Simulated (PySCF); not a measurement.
PySCF input file for Br2H2InN, SMILES [NH2][In]([Br])[Br], PBE0-D3(BJ)/def2-SVP. The structure is a stationary point at PBE0-D3(BJ)/def2-SVP. The structure was generated by enumeration; whether it is a known compound was not checked. The def2 effective core potentials stand for the cores of In; spin–orbit coupling is left out. Other conformers were not sampled.

```python
import numpy as np
from pyscf import gto, scf, dft, df
from pyscf.hessian import thermo

mol = gto.M(
    atom='''
    In    0.02089614   -0.54881146    0.00000000
    Br   -0.00805391    0.72650383    2.11507358
    Br   -0.00805391    0.72650383   -2.11507358
    N    -0.12779852   -2.55758906    0.00000001
    H     0.21722638   -3.03019146   -0.83166596
    H     0.21722638   -3.03019146    0.83166596
    ''',
    basis='def2-SVP',
    ecp={'In': 'def2-svp'},
    charge=0,
    spin=0,
    max_memory=1600,
    verbose=3,
)
mf = dft.RKS(mol, xc='pbe0').density_fit(auxbasis='def2-universal-jkfit')
mf.disp = 'd3bj'
mf.grids.level = 3
mf.conv_tol = 1e-11
mf.max_cycle = 100
mf.kernel()

# [left out here: the lines that compute and print the analytic Hessian (its translational invariance restored by hand, since the grid's response is missing), thermochemistry and intensities]
```

Program output:

```
converged SCF energy = -5393.19367650157

WARN: DFTD3 does not support analytical Hessian, using finite difference


WARN: Mole.unit (angstrom) is changed to Bohr

Mode                                 0                   1                   2
Irrep
Freq [cm^-1]                       65.0123            101.6723            103.7586
Reduced mass [au]                  58.1408              4.0108              8.3137
Force const [Dyne/A]                0.1448              0.0244              0.0527
Char temp [K]                      93.5383            146.2838            149.2855
Normal mode                   x     y     z       x     y     z       x     y     z
       0  In                -0.00 -0.05  0.00   -0.00  0.00 -0.02    0.06 -0.00 -0.00
       1  Br                -0.00  0.04 -0.05   -0.00 -0.03 -0.00   -0.03 -0.00 -0.00
       2  Br                -0.00  0.04  0.05    0.00  0.03 -0.00   -0.03 -0.00  0.00
       3   N                 0.00 -0.05 -0.00    0.00 -0.00  0.21   -0.16  0.01  0.00
       4   H                 0.01 -0.04  0.00    0.01 -0.13  0.29   -0.21 -0.03  0.00
       5   H                 0.01 -0.04 -0.00   -0.01  0.13  0.29   -0.21 -0.03 -0.00
Mode                                 3                   4                   5
Irrep
Freq [cm^-1]                      235.5245            259.1042            281.9886
Reduced mass [au]                  55.4422              1.2240              6.7632
Force const [Dyne/A]                1.8120              0.0484              0.3169
Char temp [K]                     338.8673            372.7933            405.7188
Normal mode                   x     y     z       x     y     z       x     y     z
       0  In                 0.00 -0.04  0.00   -0.00  0.00  0.02    0.00 -0.00  0.06
       1  Br                -0.00  0.04  0.06   -0.00 -0.01 -0.02    0.00 -0.03 -0.04
       2  Br                -0.00  0.04 -0.06    0.00  0.01 -0.02   -0.00  0.03 -0.04
       3   N                -0.01 -0.05  0.00    0.00  0.00  0.05   -0.00 -0.00 -0.01
       4   H                 0.03 -0.03  0.00   -0.59  0.06 -0.23    0.25  0.00  0.09
       5   H                 0.03 -0.03 -0.00    0.59 -0.06 -0.23   -0.25 -0.00  0.09
Mode                                 6                   7                   8
Irrep
Freq [cm^-1]                      407.8789            629.9190            792.4459
Reduced mass [au]                   1.4222              3.4210              1.1198
Force const [Dyne/A]                0.1394              0.7998              0.4143
Char temp [K]                     586.8470            906.3132           1140.1532
Normal mode                   x     y     z       x     y     z       x     y     z
       0  In                -0.00 -0.01 -0.00   -0.00 -0.03  0.00   -0.00 -0.00 -0.01
       1  Br                -0.00  0.00  0.00   -0.00  0.00  0.00    0.00 -0.00 -0.00
       2  Br                -0.00  0.00 -0.00   -0.00  0.00 -0.00   -0.00  0.00 -0.00
       3   N                 0.10  0.10  0.00   -0.02  0.21  0.00   -0.00 -0.00  0.09
       4   H                -0.53 -0.24 -0.05    0.15  0.32  0.01    0.18  0.61 -0.20
       5   H                -0.53 -0.24  0.05    0.15  0.32 -0.01   -0.18 -0.61 -0.20
Mode                                 9                  10                  11
Irrep
Freq [cm^-1]                     1513.1390           3572.0332           3685.2255
Reduced mass [au]                   1.0983              1.0489              1.0964
Force const [Dyne/A]                1.4815              7.8855              8.7732
Char temp [K]                    2177.0701           5139.3604           5302.2190
Normal mode                   x     y     z       x     y     z       x     y     z
       0  In                -0.00 -0.00 -0.00   -0.00 -0.00 -0.00   -0.00  0.00 -0.00
       1  Br                 0.00  0.00  0.00    0.00 -0.00 -0.00    0.00  0.00  0.00
       2  Br                 0.00  0.00 -0.00    0.00 -0.00  0.00   -0.00 -0.00  0.00
       3   N                -0.03  0.07  0.00   -0.03  0.05 -0.00    0.00 -0.00 -0.08
       4   H                 0.24 -0.49  0.40    0.21 -0.31 -0.58   -0.23  0.32  0.55
       5   H                 0.24 -0.49 -0.40    0.21 -0.31  0.58    0.23 -0.32  0.55
temperature 298.1500 [K]
pressure 101325.00 [Pa]
Rotational constants [GHz] 2.20669 0.70517 0.53483
Symmetry number 1
Zero-point energy (ZPE) 0.02654 [Eh]   69668.730 [J/mol]
                           tot       elec      trans        rot        vib
Entropy [J/mol/K]       380.423      0.000    179.487    126.926     74.011
Cv [J/mol/K]             84.619      0.000     12.472     12.472     59.675
Cp [J/mol/K]             92.933      0.000     20.786     12.472     59.675
Internal energy [J/mol]                      3718.434   3718.434  80743.222
Internal energy [Eh]   -5393.16009  -5393.19368
Enthalpy [J/mol]                             6197.391   3718.434  80743.222
Enthalpy [Eh]          -5393.15915
Gibbs free energy [J/mol]                  -47316.568 -34124.441  58676.920
Gibbs free energy [Eh] -5393.20235
mode   freq/cm-1   IR/(km/mol)
   1       65.01         2.970
   2      101.67         5.663
   3      103.76         5.333
   4      235.52         7.586
   5      259.10         3.830
   6      281.99        67.648
   7      407.88       156.693
   8      629.92        32.163
   9      792.45        52.528
  10     1513.14        11.440
  11     3572.03        35.097
  12     3685.23        35.361
max |gradient| / (hartree/bohr): 5.000082797877278e-05
APT charges: [ 1.4862 -0.5266 -0.5266 -0.7546  0.1608  0.1608]
```

Self-consistency was reached.
